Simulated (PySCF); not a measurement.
1,1,2,2-tetrafluoroethane (C2H2F4), SMILES FC(C(F)F)F.

Geometry: B3LYP-D3(BJ)/def2-SVP. The values are those of a single conformer.

Method: B3LYP/def2-TZVP in PySCF.

Problem. Estimate the frontier levels, gap, dipole moment and polarisability. (The exact figures need the calculation; the answer reports its results.)

Solution. 
```
Item                                                                                                           Result
---------------------------------------------------------------------------------------------  ----------------------
highest occupied level                                                                                       -9.68 eV
lowest empty level                                                                                            1.08 eV
orbital gap                                                                                                  10.77 eV
dipole moment                                                                                                  0.00 D
quadrupole, principal values (traceless, Buckingham form, about the centre of nuclear charge)  -4.49, -3.60, 8.09 D·Å
mean static polarisability                                                                       27.9 bohr³ (4.14 Å³)
polarisability, principal values                                                               26.8, 28.1, 29.0 bohr³
```
